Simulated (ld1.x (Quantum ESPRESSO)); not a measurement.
# Building the ultrasoft potential for Mn (Z = 25) (LDA (PZ), scalar-relativistic).

Input for ld1.x (Quantum ESPRESSO) 7.5:

```
&input
   title='Mn', zed=25., rel=1, dft='PZ', iswitch=3,
   config='[Ar] 3d5 4s2 4p0',
   nld=3, rlderiv=3.20, eminld=-3.0, emaxld=5.0, deld=0.02
 /
 &inputp
   pseudotype=3, tm=.true., lloc=-1, rcloc=2.10,
   nlcc=.false.,
   which_augfun='PSQ', rmatch_augfun_nc=.true.,
   file_pseudopw='Mn.UPF', file_wfcaegen='ae.wfc', file_wfcncgen='nc.wfc', file_beta='beta', file_chi='chi', file_wfcusgen='us.wfc'
 /
6
4S  1  0   2.00   0.00  2.25  2.95  0.0
4S  1  0   0.00   0.25  2.25  2.95  0.0
4P  2  1   0.00   0.00  2.10  2.80  0.0
4P  2  1   0.00   0.40  2.10  2.80  0.0
3D  3  2   5.00   0.00  1.25  1.35  0.0
3D  3  2   0.00  -0.05  1.25  1.35  0.0
 &test
   configts(1)='3d5 4s2 4p0'
 /
```

Command:

```bash
ld1.x < Mn.in > Mn.out
```

Resulting log (shortened: banner, matrices, multipoles, cross overlaps and the repeated all-electron block are left out):

```
Program LD1 v.7.5
     --------------------------- All-electron run ----------------------------

     Mn
     scalar relativistic calculation

     atomic number is 25.00
     dft =PZ   lsd =0 sic =0 latt =0  beta=0.20 tr2=1.0E-14
     Exchange-correlation= PZ
                           (   1   1   0   0   0   0   0)
     mesh =1187 r(mesh) = 100.09544 a.u. xmin = -7.00 dx = 0.01250
     1 Ry =  13.60569312 eV, c = 137.03599908

     n l     nl                  e(Ry)          e(Ha)          e(eV)
     1 0     1S 1( 2.00)      -471.4664      -235.7332     -6414.6273
     2 0     2S 1( 2.00)       -54.5516       -27.2758      -742.2125
     2 1     2P 1( 6.00)       -46.2877       -23.1439      -629.7768
     3 0     3S 1( 2.00)        -6.2771        -3.1385       -85.4037
     3 1     3P 1( 6.00)        -4.0047        -2.0023       -54.4860
     3 2     3D 1( 5.00)        -0.5150        -0.2575        -7.0071
     4 0     4S 1( 2.00)        -0.3888        -0.1944        -5.2896
     4 1     4P 1( 0.00)        -0.1084        -0.0542        -1.4746

     final scf error:  1.1E-15 reached in  31 iterations

     Etot =   -2312.275944 Ry,   -1156.137972 Ha,  -31460.116915 eV

     Ekin =    2336.663767 Ry,    1168.331883 Ha,   31791.930143 eV
     Encl =   -5524.260032 Ry,   -2762.130016 Ha,  -75161.386723 eV
     Eh   =     974.761691 Ry,     487.380845 Ha,   13262.308435 eV
     Exc  =     -99.441370 Ry,     -49.720685 Ha,   -1352.968769 eV

     normalization and overlap integrals

     s(1S/1S) =  1.000000  <r> =   0.0610  <r2> =    0.0050  r(max) =   0.0400
     s(2S/2S) =  1.000000  <r> =   0.2801  <r2> =    0.0927  r(max) =   0.2331
     s(2P/2P) =  1.000000  <r> =   0.2474  <r2> =    0.0753  r(max) =   0.1885
     s(3S/3S) =  1.000000  <r> =   0.8532  <r2> =    0.8413  r(max) =   0.7361
     s(3P/3P) =  1.000000  <r> =   0.9054  <r2> =    0.9685  r(max) =   0.7547
     s(3D/3D) =  1.000000  <r> =   1.2227  <r2> =    2.0248  r(max) =   0.7547
     s(4S/4S) =  1.000000  <r> =   3.0681  <r2> =   10.9382  r(max) =   2.4747
     s(4P/4P) =  1.000000  <r> =   4.4023  <r2> =   23.1554  r(max) =   3.3825

     ------------------------ End of All-electron run ------------------------

     --------------------- Generating US pseudopotential ---------------------

      Generating local potential from pseudized AE potential:
      Matching radius rcloc =   2.1000

      Local pseudo, rcloc= 2.077 Estimated cut-off energy=     5.67 Ry
      Wfc-us  4S rcutus= 2.948  Estimated cut-off energy=     5.36 Ry
      Wfc-us  4S rcutus= 2.948  Estimated cut-off energy=     7.03 Ry
      Wfc-us  4P rcutus= 2.804  Estimated cut-off energy=     9.25 Ry
      Wfc-us  4P rcutus= 2.804  Estimated cut-off energy=    10.06 Ry
      Wfc-us  3D rcutus= 1.358  Estimated cut-off energy=    62.19 Ry
      Wfc-us  3D rcutus= 1.358  Estimated cut-off energy=    64.78 Ry

     Q pseudized with Bessel functions
     Expected ecutrho=     262.3140 due to l1=  2   l2=  2

     ------------------- End of pseudopotential generation -------------------

     Computing logarithmic derivative in   3.19758
     Computing logarithmic derivative in   3.19758
     Computing the partial wave expansion
     R is outside the sphere for l=    0 j= 0.00
     R is outside the sphere for l=    0 j= 0.00
     R is outside the sphere for l=    1 j= 0.00
     R is outside the sphere for l=    1 j= 0.00
     R is outside the sphere for l=    2 j= 0.00
     R is outside the sphere for l=    2 j= 0.00

     ---------------------- Testing the pseudopotential ----------------------

     Mn
     scalar relativistic calculation

     atomic number is 25.00   valence charge is  7.00
     dft =PZ   lsd =0 sic =0 latt =0  beta=0.20 tr2=1.0E-14
     mesh =1187 r(mesh) = 100.09544 xmin = -7.00 dx = 0.01250

     n l     nl             e AE (Ry)        e PS (Ry)    De AE-PS (Ry)
     3 2     3D   1( 5.00)       -0.51502       -0.51502        0.00000
     1 0     4S   1( 2.00)       -0.38878       -0.38878        0.00000
     2 1     4P   1( 0.00)       -0.10838       -0.10838        0.00000

     eps = 1.2E-16  iter =  4

     Etot =   -2312.275944 Ry,   -1156.137972 Ha,  -31460.116915 eV
     Etotps =   -29.687408 Ry,     -14.843704 Ha,    -403.917762 eV

     Ekin =      25.997016 Ry,      12.998508 Ha,     353.707419 eV
     Encl =     -71.258772 Ry,     -35.629386 Ha,    -969.524985 eV
     Ehrt =      28.225472 Ry,      14.112736 Ha,     384.027105 eV
     Ecxc =      -6.110184 Ry,      -3.055092 Ha,     -83.133289 eV
     Epseu=      -6.540939 Ry,      -3.270470 Ha,     -88.994012 eV

     ---------------------- End of pseudopotential test ----------------------
```

Generation and configuration tests took about 1.6 s on one core of a shared server CPU.
